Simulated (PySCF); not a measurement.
DyB: one state, many levels of theory

State: octet, about 9.7 electrons in the 4f shell (Mulliken), real f orbitals that mix terms. Set-up: basis Dy x2c-SVPall, B x2c-SVPall; spin-free X2C with a Gaussian nucleus; PySCF 2.14. De refers to Dy (4f10 6s2) + B in their high-spin ground configurations, without counterpoise correction. The functionals are run spin-unrestricted. A positive dipole means Dy(−)B(+). Levels whose curve was spin-contaminated or gave no clean fit are not listed.

```tsv
Level	Re (Å)	ωe (cm⁻¹)	De (eV)	μ (D)	CPU s a point (SCF and correlation, without the integrals)
ROHF	2.528	390	n/a	-4.19	10
ROHF-MP2	2.375	426	n/a	n/a	13
ROHF-SCS-MP2	2.410	417	n/a	n/a	n/a
PBE0	2.341	456	1.16	-4.90	9.4
HSE06	2.345	452	1.17	-4.75	14
```

The bond length runs from 2.341 Å (PBE0) to 2.528 Å (ROHF).

Correlated steps freeze 19 core orbitals. Spin–orbit coupling is left out, which matters for elements this heavy, above all for dissociation energies. The state is the lowest single determinant that the PBE0 search found; with open d or f shells the true ground state can be another one.

The whole job (state search and all levels along the bond) took about 10 min on 2 threads of Intel Xeon 6975P-C (shared host), peak memory 3.3 GiB.
